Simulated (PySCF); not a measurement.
## H₂SeS: breathing scan

All numbers come from PySCF, PBE0, basis Se def2-TZVP, S def2-TZVP, H def2-TZVP (no relativity, density fitting).

Rigid scan from the singlet minimum (Se–H 1.500 Å (×2), Se–S 2.093 Å; H–Se–H 87.9°, H–Se–S 106.4° (×2)). Coordinate: all bonds to the central atom scaled together. Energies in kJ/mol from the minimum.

Problem. Predict the curve at 0.88, 0.92, 0.96, 1.00, 1.04, 1.08, 1.14, 1.22, 1.35.

Solution. 
| scale of all bonds to the centre | E (kJ/mol) | dipole size (D) |
| --- | --- | --- |
| 0.88 | 183.1 | 3.49 |
| 0.92 | 71.6 | 3.69 |
| 0.96 | 15.8 | 3.86 |
| 1.00 | 0.0 | 4.01 |
| 1.04 | 12.5 | 4.13 |
| 1.08 | 44.8 | 4.23 |
| 1.14 | 117.2 | 4.33 |
| 1.22 | 237.3 | 4.38 |
| 1.35 | 446.5 | 4.28 |

At long bonds a restricted determinant can lie too high, and another spin state can fall below this curve.

Other isomers or separated fragments may lie lower.

The scan took 12 s on 2 threads of a shared Arm Neoverse V1 host; the process peaked at 1.1 GiB.
